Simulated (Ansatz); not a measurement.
Phenanthrenequinone (C14H8O2), relaxed as a singlet with RKS PBE-D4/def2-SVP in Ansatz, starting from the GFN2-xTB geometry. Force threshold 0.03 eV/Å.

Start:

Cartesian coordinates in Å:
```
O -2.290 0.139 -2.643
C -1.510 0.233 -1.721
C -1.190 1.610 -1.133
O -1.719 2.597 -1.595
C -0.235 1.661 -0.014
C 0.048 2.919 0.520
C 0.930 3.061 1.571
C 1.536 1.931 2.097
C 1.262 0.679 1.576
C 0.374 0.509 0.513
C 0.070 -0.809 -0.050
C 0.651 -1.981 0.435
C 0.350 -3.217 -0.108
C -0.546 -3.325 -1.159
C -1.132 -2.182 -1.659
C -0.836 -0.930 -1.119
H -0.444 3.775 0.082
H 1.143 4.037 1.979
H 2.228 2.024 2.921
H 1.755 -0.172 2.017
H 1.353 -1.944 1.253
H 0.818 -4.102 0.296
H -0.779 -4.291 -1.580
H -1.835 -2.223 -2.478
```

```
        step  energy (eV)  largest force component (eV/Å)  SCF passes
           1  -18707.1104                           1.107          24
           2  -18707.2869                           0.197          23
           3  -18707.3006                           0.054          24
           4  -18707.3006                           0.053          25
5 (rejected)  -18707.3005                           0.067          24
           6  -18707.3008                           0.010          25
```

Force components are those of the run's own axes.

End:

```xyz
24

O    -2.316    0.150   -2.670
C    -1.527    0.235   -1.739
C    -1.204    1.628   -1.144
O    -1.743    2.620   -1.616
C    -0.241    1.691   -0.012
C     0.050    2.960    0.527
C     0.944    3.096    1.591
C     1.555    1.946    2.121
C     1.273    0.682    1.590
C     0.372    0.518    0.515
C     0.065   -0.815   -0.056
C     0.656   -1.996    0.443
C     0.357   -3.251   -0.103
C    -0.549   -3.367   -1.172
C    -1.146   -2.213   -1.683
C    -0.850   -0.946   -1.139
H    -0.456    3.827    0.076
H     1.167    4.089    2.010
H     2.262    2.034    2.960
H     1.770   -0.193    2.031
H     1.369   -1.947    1.277
H     0.838   -4.149    0.312
H    -0.783   -4.353   -1.600
H    -1.862   -2.247   -2.518
```

By distances, no bond broke or formed. The bond that changes most is C14–H23, from 1.08 to 1.10 Å (atoms count from 1).

No frequencies were taken in this run, so the end may be a saddle point.

Run time 27 s (4 threads of Arm Neoverse V2 on a shared host).
